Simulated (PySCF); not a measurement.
C2HBr2Cl. Atoms are numbered in the order given.

```xyz
6

Cl     1.3709     2.4373     0.0000
C      1.3843     0.7131     0.0000
C      0.2834    -0.0513     0.0000
Br    -1.4705     0.6346     0.0000
Br     0.4508    -1.9394     0.0000
H      2.3777     0.2619     0.0000
```

The structure is a stationary point at B3LYP-D3(BJ)/def2-SVP.

The numbers are results of PBE/def2-TZVP run with PySCF, not measurements.

Computed frontier levels, gap, dipole moment and polarisability:
```
Property                                                                                                        Result
---------------------------------------------------------------------------------------------  -----------------------
highest occupied level                                                                                        -6.17 eV
lowest empty level                                                                                            -2.08 eV
orbital gap                                                                                                    4.09 eV
dipole moment                                                                                                   0.71 D
quadrupole, principal values (traceless, Buckingham form, about the centre of nuclear charge)   -3.39, -1.04, 4.43 D·Å
mean static polarisability                                                                       78.5 bohr³ (11.63 Å³)
polarisability, principal values                                                               47.3, 83.1, 105.0 bohr³
```
